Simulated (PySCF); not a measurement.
C₂H₁₄OSi₅.
Cartesian coordinates in Å at the GFN2-xTB level; atoms count from 1:
```xyz
22
C2H14OSi5 angstrom
C      0.393    1.201   -2.142
Si     0.200   -0.639   -1.665
Si    -1.743   -1.101   -0.359
C     -2.560    0.520    0.242
Si    -0.382   -2.081    1.319
Si     1.535   -1.375    0.148
O      2.157   -0.054    0.913
Si     2.046    1.407    1.574
H      1.338    1.391   -2.644
H     -0.402    1.543   -2.799
H      0.370    1.820   -1.248
H      0.360   -1.376   -2.939
H     -2.863   -1.878   -0.931
H     -3.330    0.338    0.986
H     -3.020    1.069   -0.576
H     -1.817    1.171    0.695
H     -0.590   -1.637    2.708
H     -0.516   -3.544    1.432
H      2.778   -2.153    0.036
H      2.442    2.378    0.556
H      2.945    1.396    2.722
H      0.650    1.621    1.973
```

Probes without a nucleus sit at each ring's centroid and 1 Å off its mean plane on both sides; NICS is minus the shielding there, NICSzz its component along the normal. Level: GIAO PBE0/pcSseg-1 (PySCF, non-relativistic, gas phase) on the GFN2-xTB geometry, one conformer.

Ring bond lengths (Å), with Mayer bond orders in brackets: Si2–Si3 2.386 (0.84), Si3–Si5 2.373 (0.87), Si5–Si6 2.355 (0.88), Si6–Si2 2.369 (0.85).

Q: What do the NICS probes read (ppm)?

A: 
```
           ring                                                type  NICS(0)  NICS(1), two faces  NICS(1)zz, two faces  rms pucker (Å)  centre to ring atoms, mean (Å)
Si2–Si3–Si5–Si6  4-membered ring with 4 Si; formal bonds all single      3.0          0.5 / -1.3             6.4 / 3.3            0.07                            1.67
```

Q: What do they say, and how far can they be read as aromaticity?

A: 
- Si2–Si3–Si5–Si6: mean NICS(1)zz 4.9 ppm, deshielded. Si2, Si3, Si5, Si6 have four or more neighbours; no verdict on aromaticity is drawn. The two faces differ by 3.1 ppm, so no symmetry operation interchanges them.

Q: What is the mean of the two in-plane components of NICS at the first NICS(1) probe listed for ring Si2–Si3–Si5–Si6, 1 Å off the ring?

A: The isotropic value is a third of the trace: (3 × 0.5 − (6.4))/2 = -2.5 ppm.

Q: List the ring angles and the Hirshfeld charges of the ring atoms.

A: 
- Si2–Si3–Si5–Si6: Si2 88.8° (+0.173 e), Si3 90.0° (+0.180 e), Si5 89.5° (+0.123 e), Si6 90.9° (+0.254 e); sum 359.2° against 360° for a flat convex ring.

The run took 84 s on one thread of an Intel Xeon, shared host with 64 logical CPUs at a one-minute load of 62, and the process peaked at 1.1 GiB of memory. This is the whole shielding run at PBE0/pcSseg-1, SCF included.
